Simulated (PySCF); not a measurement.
Atomic charges against the basis set

Compound: BH6NSSi.
Atom-mapped SMILES: `[NH2:1][BH:2][S:3][SiH3:4]` (hydrogens: H5, H6 on N1; H7 on B2; H8, H9, H10 on Si4)

PBE0 throughout (PySCF), one geometry, spherical d and f functions. Geometry: PBE0-D3(BJ)/def2-SVP, one conformer, isolated molecule. Atoms taken as equivalent share a column and are averaged.

Mulliken charges (e):

```tsv
basis	functions	N1	B2	S3	Si4	H5/H6	H7	H8/H9/H10
STO-3G	34	-0.459	+0.094	-0.095	+0.448	+0.207	-0.066	-0.112
6-31G	56	-0.829	+0.204	-0.282	+0.475	+0.343	+0.001	-0.085
pcSseg-0	56	-0.815	+0.323	-0.532	+0.362	+0.335	+0.066	-0.025
6-31G*	76	-0.774	+0.159	-0.291	+0.330	+0.359	+0.008	-0.050
cc-pVDZ	94	-0.017	-0.060	-0.236	+0.218	+0.106	-0.018	-0.032
def2-SVP	94	-0.100	-0.025	-0.319	+0.349	+0.142	-0.016	-0.057
aug-cc-pVDZ	154	+0.030	-0.095	-0.520	-0.622	-0.025	+0.471	+0.262
6-311+G(2d,p)	160	-0.612	+0.281	-0.283	+0.275	+0.246	-0.011	-0.048
def2-TZVP	172	-0.440	+0.087	-0.262	+0.158	+0.248	+0.005	-0.015
cc-pVTZ	212	-0.193	-0.026	-0.208	+0.171	+0.160	-0.004	-0.020
IGLO-III	218	-0.490	+0.302	-0.455	+0.788	+0.209	-0.102	-0.154
```

IAO charges (e):

| basis | functions | N1 | B2 | S3 | Si4 | H5/H6 | H7 | H8/H9/H10 |
| --- | --- | --- | --- | --- | --- | --- | --- | --- |
| STO-3G | 34 | -0.453 | -0.043 | -0.114 | +0.531 | +0.226 | -0.013 | -0.120 |
| 6-31G | 56 | -0.534 | -0.016 | -0.201 | +0.387 | +0.281 | +0.004 | -0.068 |
| pcSseg-0 | 56 | -0.491 | -0.028 | -0.213 | +0.366 | +0.272 | +0.003 | -0.060 |
| 6-31G* | 76 | -0.535 | +0.006 | -0.223 | +0.526 | +0.275 | -0.003 | -0.107 |
| cc-pVDZ | 94 | -0.524 | -0.011 | -0.221 | +0.523 | +0.276 | 0.000 | -0.107 |
| def2-SVP | 94 | -0.514 | -0.011 | -0.218 | +0.540 | +0.272 | -0.004 | -0.112 |
| aug-cc-pVDZ | 154 | -0.553 | -0.004 | -0.225 | +0.526 | +0.284 | +0.002 | -0.105 |
| 6-311+G(2d,p) | 160 | -0.556 | -0.003 | -0.225 | +0.555 | +0.285 | +0.001 | -0.114 |
| def2-TZVP | 172 | -0.554 | -0.002 | -0.226 | +0.563 | +0.284 | +0.001 | -0.117 |
| cc-pVTZ | 212 | -0.552 | -0.001 | -0.228 | +0.550 | +0.284 | +0.001 | -0.113 |
| IGLO-III | 218 | -0.559 | -0.004 | -0.221 | +0.558 | +0.285 | +0.001 | -0.115 |

Hirshfeld charges (e):

| basis | functions | N1 | B2 | S3 | Si4 | H5/H6 | H7 | H8/H9/H10 |
| --- | --- | --- | --- | --- | --- | --- | --- | --- |
| STO-3G | 34 | -0.193 | +0.068 | -0.118 | +0.341 | +0.116 | -0.088 | -0.081 |
| 6-31G | 56 | -0.215 | +0.083 | -0.171 | +0.273 | +0.138 | -0.057 | -0.063 |
| pcSseg-0 | 56 | -0.214 | +0.075 | -0.158 | +0.295 | +0.139 | -0.070 | -0.068 |
| 6-31G* | 76 | -0.216 | +0.091 | -0.167 | +0.274 | +0.138 | -0.054 | -0.068 |
| cc-pVDZ | 94 | -0.222 | +0.084 | -0.140 | +0.283 | +0.138 | -0.062 | -0.073 |
| def2-SVP | 94 | -0.228 | +0.083 | -0.129 | +0.287 | +0.139 | -0.065 | -0.075 |
| aug-cc-pVDZ | 154 | -0.244 | +0.096 | -0.133 | +0.284 | +0.135 | -0.056 | -0.072 |
| 6-311+G(2d,p) | 160 | -0.243 | +0.096 | -0.135 | +0.287 | +0.135 | -0.056 | -0.073 |
| def2-TZVP | 172 | -0.242 | +0.096 | -0.133 | +0.281 | +0.136 | -0.057 | -0.072 |
| cc-pVTZ | 212 | -0.240 | +0.096 | -0.137 | +0.280 | +0.138 | -0.058 | -0.072 |
| IGLO-III | 218 | -0.249 | +0.093 | -0.117 | +0.276 | +0.135 | -0.058 | -0.071 |

ESP-fitted charges (e):

```json
{"basis": "STO-3G", "functions": "34", "N1": "-0.704", "B2": "+0.326", "S3": "-0.250", "Si4": "+0.379", "H5/H6": "+0.311", "H7": "-0.124", "H8/H9/H10": "-0.083"}
{"basis": "6-31G", "functions": "56", "N1": "-0.997", "B2": "+0.459", "S3": "-0.429", "Si4": "+0.392", "H5/H6": "+0.437", "H7": "-0.091", "H8/H9/H10": "-0.069"}
{"basis": "pcSseg-0", "functions": "56", "N1": "-0.947", "B2": "+0.507", "S3": "-0.475", "Si4": "+0.439", "H5/H6": "+0.417", "H7": "-0.118", "H8/H9/H10": "-0.080"}
{"basis": "6-31G*", "functions": "76", "N1": "-0.933", "B2": "+0.353", "S3": "-0.316", "Si4": "+0.249", "H5/H6": "+0.421", "H7": "-0.063", "H8/H9/H10": "-0.044"}
{"basis": "cc-pVDZ", "functions": "94", "N1": "-0.792", "B2": "+0.246", "S3": "-0.253", "Si4": "+0.183", "H5/H6": "+0.377", "H7": "-0.044", "H8/H9/H10": "-0.032"}
{"basis": "def2-SVP", "functions": "94", "N1": "-0.805", "B2": "+0.275", "S3": "-0.275", "Si4": "+0.249", "H5/H6": "+0.379", "H7": "-0.056", "H8/H9/H10": "-0.049"}
{"basis": "aug-cc-pVDZ", "functions": "154", "N1": "-0.959", "B2": "+0.359", "S3": "-0.256", "Si4": "+0.172", "H5/H6": "+0.417", "H7": "-0.057", "H8/H9/H10": "-0.030"}
{"basis": "6-311+G(2d,p)", "functions": "160", "N1": "-0.983", "B2": "+0.333", "S3": "-0.235", "Si4": "+0.159", "H5/H6": "+0.429", "H7": "-0.046", "H8/H9/H10": "-0.029"}
{"basis": "def2-TZVP", "functions": "172", "N1": "-0.959", "B2": "+0.338", "S3": "-0.239", "Si4": "+0.174", "H5/H6": "+0.420", "H7": "-0.053", "H8/H9/H10": "-0.034"}
{"basis": "cc-pVTZ", "functions": "212", "N1": "-0.909", "B2": "+0.322", "S3": "-0.249", "Si4": "+0.195", "H5/H6": "+0.405", "H7": "-0.055", "H8/H9/H10": "-0.038"}
{"basis": "IGLO-III", "functions": "218", "N1": "-0.941", "B2": "+0.315", "S3": "-0.223", "Si4": "+0.140", "H5/H6": "+0.415", "H7": "-0.045", "H8/H9/H10": "-0.025"}
```

Some averages cover members that differ in this geometry, most widely: H8/H9/H10, Mulliken in aug-cc-pVDZ +0.193 to +0.297; H5/H6, ESP-fitted in 6-31G +0.418 to +0.457; H5/H6, ESP-fitted in pcSseg-0 +0.399 to +0.434; H8/H9/H10, ESP-fitted in 6-31G -0.081 to -0.048 e.

Question: Which scheme is steadiest as the basis changes?

Answer: Largest range over the bases for any column: Hirshfeld 0.07 e, IAO 0.20 e, ESP-fitted 0.30 e, Mulliken 1.41 e. Hirshfeld charges move least and Mulliken charges most, counted in e. Without the minimal STO-3G basis the ranges are Hirshfeld 0.05, IAO 0.20, ESP-fitted 0.30, Mulliken 1.41 e.

Question: How much do the charges still move between the two largest bases, cc-pVTZ and IGLO-III?

Answer: At most, over all atoms: Mulliken 0.617 e, IAO 0.009 e, Hirshfeld 0.020 e, ESP-fitted 0.056 e.

Question: What do the same runs give for the total energy, the frontier levels and the dipole moment?

Answer: 
| basis | energy (Eh) | HOMO (eV) | LUMO (eV) | μ (D) |
| --- | --- | --- | --- | --- |
| STO-3G | -761.8398 | -3.60 | 4.60 | 1.34 |
| 6-31G | -770.4963 | -6.99 | 0.36 | 2.19 |
| pcSseg-0 | -769.6078 | -7.24 | 0.40 | 2.35 |
| 6-31G* | -770.5716 | -7.02 | 0.46 | 2.16 |
| cc-pVDZ | -770.6212 | -7.03 | 0.44 | 2.18 |
| def2-SVP | -770.3430 | -7.07 | 0.41 | 2.18 |
| aug-cc-pVDZ | -770.6328 | -7.20 | -0.27 | 1.91 |
| 6-311+G(2d,p) | -770.6662 | -7.20 | -0.19 | 1.92 |
| def2-TZVP | -770.6735 | -7.21 | 0.07 | 2.00 |
| cc-pVTZ | -770.6791 | -7.19 | 0.14 | 2.04 |
| IGLO-III | -770.6733 | -7.17 | 0.07 | 1.93 |

The dipole is fixed by the density alone, so its range of 1.01 D shows that the density itself changes with the basis, not only its division among atoms.
